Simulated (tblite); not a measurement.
C₈H₈OP₂.
Bonds: C1–C2 (double), C2–C3, C3–P4 (aromatic), P4–C5 (aromatic), C5–P6 (aromatic), P6–C7 (aromatic), C7–C8 (aromatic), C8–C9, C9–C10, C9–O11 (double), C3–C8 (aromatic). Hydrogens: H12, H13 on C1; H14 on C2; H15 on C5; H16 on C7; H17, H18, H19 on C10.

Computed with GFN2-xTB (tblite), gas phase: L-BFGS steps from a force-field or distance-geometry start until the largest atomic force falls under 0.01 eV/Å.

The end geometry, which sets the zero of energy:
```
atom  x, y, z in Å
C1      2.3456   -0.1637   -0.6930
C2      1.2703   -0.8614   -1.0433
C3      0.0327   -0.9856   -0.2817
P4     -0.7972   -2.5038   -0.5992
C5     -2.1129   -2.5088    0.5134
P6     -2.5913   -1.3773    1.7308
C7     -1.4541   -0.0906    1.4973
C8     -0.3965    0.0037    0.6068
C9      0.2519    1.3587    0.6227
C10     0.0756    2.1391   -0.6579
O11     0.7453    1.8321    1.6164
H12     2.3956    0.4103    0.2157
H13     3.2307   -0.1592   -1.3060
H14     1.3064   -1.4724   -1.9393
H15    -2.7373   -3.3957    0.4494
H16    -1.6069    0.7687    2.1421
H17    -0.9436    2.5258   -0.6680
H18     0.2106    1.5105   -1.5323
H19     0.7653    2.9789   -0.6814
```

Task: These geometries come from the run, each turned onto the end geometry. Order them by energy, lowest first.
A.
```
atom  x, y, z in Å
C1      2.2760   -0.1810   -0.6108
C2      1.1734   -0.7327   -1.1011
C3     -0.0535   -0.9332   -0.3338
P4     -0.7779   -2.5061   -0.6224
C5     -1.9883   -2.6191    0.5965
P6     -2.5143   -1.5008    1.8057
C7     -1.5238   -0.1142    1.4902
C8     -0.4958    0.0331    0.5724
C9      0.1541    1.3872    0.5830
C10     0.1770    2.1418   -0.7289
O11     0.5635    1.8845    1.6041
H12     2.3250    0.1782    0.4023
H13     3.1771   -0.0969   -1.1921
H14     1.1793   -1.1582   -2.0973
H15    -2.5074   -3.5730    0.6029
H16    -1.7314    0.7444    2.1198
H17    -0.5211    2.9762   -0.6514
H18    -0.0966    1.5222   -1.5771
H19     1.1748    2.5571   -0.8694
```
B.
```
atom  x, y, z in Å
C1      2.2863   -0.1702   -0.7143
C2      1.1542   -0.7311   -1.1203
C3     -0.0672   -0.9024   -0.3357
P4     -0.7988   -2.4798   -0.6396
C5     -1.9583   -2.6425    0.6282
P6     -2.5029   -1.5276    1.8401
C7     -1.5658   -0.1208    1.4806
C8     -0.5194    0.0496    0.5810
C9      0.0659    1.4287    0.6431
C10     0.2733    2.1329   -0.6715
O11     0.2571    1.9643    1.7065
H12     2.3781    0.2853    0.2561
H13     3.1721   -0.1704   -1.3301
H14     1.1232   -1.2082   -2.0925
H15    -2.4377   -3.6190    0.6603
H16    -1.8230    0.7343    2.0971
H17    -0.3826    2.9973   -0.7218
H18     0.0458    1.4882   -1.5076
H19     1.2899    2.5007   -0.7670
```
C.
```
atom  x, y, z in Å
C1      2.3343   -0.1577   -0.6237
C2      1.2498   -0.7880   -1.0607
C3      0.0223   -0.9713   -0.2902
P4     -0.7710   -2.5063   -0.6094
C5     -2.0690   -2.5510    0.5241
P6     -2.5641   -1.4341    1.7477
C7     -1.4643   -0.1164    1.5074
C8     -0.4187    0.0051    0.6063
C9      0.2047    1.3713    0.6015
C10     0.0910    2.1120   -0.7102
O11     0.6325    1.8948    1.6018
H12     2.3783    0.2766    0.3607
H13     3.2250   -0.0691   -1.2233
H14     1.2606   -1.2824   -2.0260
H15    -2.6609   -3.4611    0.4779
H16    -1.6290    0.7366    2.1570
H17    -0.6659    2.8857   -0.5842
H18    -0.1970    1.4597   -1.5269
H19     1.0317    2.6047   -0.9373
```
D.
```
atom  x, y, z in Å
C1      2.2751   -0.1420   -0.8860
C2      1.1488   -0.8108   -1.0975
C3     -0.0233   -0.9415   -0.2400
P4     -0.6766   -2.5649   -0.4572
C5     -1.9841   -2.6968    0.6458
P6     -2.5738   -1.5755    1.8156
C7     -1.5713   -0.2027    1.5159
C8     -0.5417    0.0391    0.6106
C9     -0.1255    1.4928    0.6184
C10     0.4045    2.1963   -0.6145
O11    -0.2859    2.1583    1.6195
H12     2.4642    0.4431   -0.0036
H13     3.0646   -0.1758   -1.6157
H14     1.0837   -1.4322   -1.9842
H15    -2.5055   -3.6486    0.6262
H16    -1.8136    0.6379    2.1512
H17    -0.1297    3.1373   -0.7152
H18     0.3301    1.6194   -1.5216
H19     1.4504    2.4762   -0.4750
```
E.
```
atom  x, y, z in Å
C1      2.3282   -0.1304   -0.6552
C2      1.2648   -0.8282   -1.0397
C3      0.0243   -0.9757   -0.2892
P4     -0.7927   -2.4954   -0.6263
C5     -2.0947   -2.5320    0.5026
P6     -2.5567   -1.4352    1.7580
C7     -1.4482   -0.1239    1.5212
C8     -0.4127    0.0024    0.6097
C9      0.2090    1.3685    0.6122
C10     0.0900    2.1168   -0.6959
O11     0.6486    1.8786    1.6139
H12     2.3574    0.4174    0.2703
H13     3.2244   -0.1041   -1.2509
H14     1.3198   -1.4204   -1.9469
H15    -2.7118   -3.4238    0.4320
H16    -1.6038    0.7241    2.1800
H17    -0.7361    2.8210   -0.5923
H18    -0.1121    1.4552   -1.5320
H19     0.9926    2.6944   -0.8789
```

Result: E (0.007 eV), C (0.013 eV), A (0.034 eV), B (0.087 eV), D (0.252 eV).

In the order of the answer:

| step | E above end (eV) | largest force (eV/Å) | rms force component (eV/Å) | rms distance from end (Å) | rms bond change (Å) | bond most changed (Å) |
| --- | --- | --- | --- | --- | --- | --- |
| 96 | 0.007 | 0.01 | 0.005 | 0.156 | 0.001 | C9–C10 +0.002 |
| 66 | 0.013 | 0.10 | 0.024 | 0.207 | 0.001 | C2–C3 +0.002 |
| 42 | 0.034 | 0.11 | 0.029 | 0.275 | 0.002 | C9–C10 +0.004 |
| 28 | 0.087 | 0.24 | 0.085 | 0.324 | 0.003 | C3–P4 +0.006 |
| 9 | 0.252 | 0.34 | 0.101 | 0.458 | 0.005 | C8–C9 +0.010 |

What follows is the cost of the whole relaxation. On one thread, Arm Neoverse N1 (aarch64), shared host with 64 logical CPUs at a one-minute load of 60, this took 2.2 s wall.
